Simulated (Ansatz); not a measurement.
System: InI2, net charge 1, singlet state. It need not be the lowest isomer of its formula. SMILES: [I][In+][I]
Geometry from a B3LYP-D3(BJ)/def2-TZVP (Ansatz, a program for electronic structure) optimisation:
```xyz
3

In     0.0000     0.0000     0.0000
I      0.0000     0.0000     2.5675
I      0.0000     0.0000    -2.5675
```
Charge +1, spin multiplicity 1.

Parts of the frozen-core correlation energy in def2-SVP (Ansatz, hartree). Frozen orbitals: 27; correlated occupied orbitals by spin: 8 and 8; virtual: 43 and 43. Spin-orbit coupling is left out. In def2 rows, elements after Kr have scalar-relativistic effective core potentials.

| term | value |
|---|---|
| reference (HF) | -782.36491 |
| MP2 opposite-spin | (withheld) |
| MP2 same-spin | (withheld) |
| CCSD correlation | -0.24801 |
| (T) | (withheld) |
| T1 diagnostic | 0.016 |
| largest doubles amplitude | 0.074 |

### Question
Complete the blanks.

### Answer

- MP2 opposite-spin, value: -0.16429
- MP2 same-spin, value: -0.06130
- (T), value: -0.00756
